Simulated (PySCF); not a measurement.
Isomers of C4H8N2Si.

All values: PBE0/pcSseg-1 (PySCF) at GFN2-xTB geometries, gas phase, one conformer each.

Question: Rank by the lowest Hirshfeld charge on any atom, highest value first.
A. `[CH:1]#[C:2][C@@H:3]1[CH2:4][NH:5][SiH2:6][NH:7]1` with C2–C3–C4–N5 -85°, C3–C4–N5–Si6 -28°, C4–N5–Si6–N7 9°, N5–Si6–N7–C3 14°
B. `CC1=CC=NN1[SiH3]`
C. `[CH3:1][CH2:2]/[C:3]([C:4]#[N:5])=[N:6]\[SiH3:7]` with C1–C2–C3–C4 76°

Answer: B (-0.154 e), C (-0.217 e), A (-0.254 e).

Question: Rank by dipole moment, highest first.
A. `[CH3:1][CH2:2]/[C:3]([C:4]#[N:5])=[N:6]\[SiH3:7]` with C1–C2–C3–C4 76°
B. `Cc1ccnn1[SiH3]`
C. `Cc1ccn([SiH3])n1`
D. `[CH:1]#[C:2][C@@H:3]1[CH2:4][NH:5][SiH2:6][NH:7]1` with C2–C3–C4–N5 -85°, C3–C4–N5–Si6 -28°, C4–N5–Si6–N7 9°, N5–Si6–N7–C3 14°

Answer: A (4.26 D), B (2.41 D), C (1.55 D), D (0.55 D).

All values together:

| SMILES | μ (D) | HOMO (eV) | LUMO (eV) | lowest IAO charge (e) | highest IAO charge (e) | lowest Hirshfeld charge (e) | highest Hirshfeld charge (e) |
| --- | --- | --- | --- | --- | --- | --- | --- |
| Cc1ccnn1[SiH3] | 2.41 | -6.86 | 0.34 | -0.438 (C) | +0.757 (Si) | -0.154 (N) | +0.380 (Si) |
| Cc1ccn([SiH3])n1 | 1.55 | -7.09 | 0.27 | -0.434 (C) | +0.771 (Si) | -0.154 (N) | +0.380 (Si) |
| CC/C(C#N)=N\[SiH3] | 4.26 | -7.69 | -2.09 | -0.509 (N) | +0.745 (Si) | -0.217 (N) | +0.356 (Si) |
| C#C[C@@H]1CN[SiH2]N1 | 0.55 | -6.64 | 0.60 | -0.693 (N) | +1.016 (Si) | -0.254 (N) | +0.396 (Si) |

Conformers: `[CH3:1][CH2:2]/[C:3]([C:4]#[N:5])=[N:6]\[SiH3:7]` with C1–C2–C3–C4 76°; `[CH:1]#[C:2][C@@H:3]1[CH2:4][NH:5][SiH2:6][NH:7]1` with C2–C3–C4–N5 -85°, C3–C4–N5–Si6 -28°, C4–N5–Si6–N7 9°, N5–Si6–N7–C3 14°.
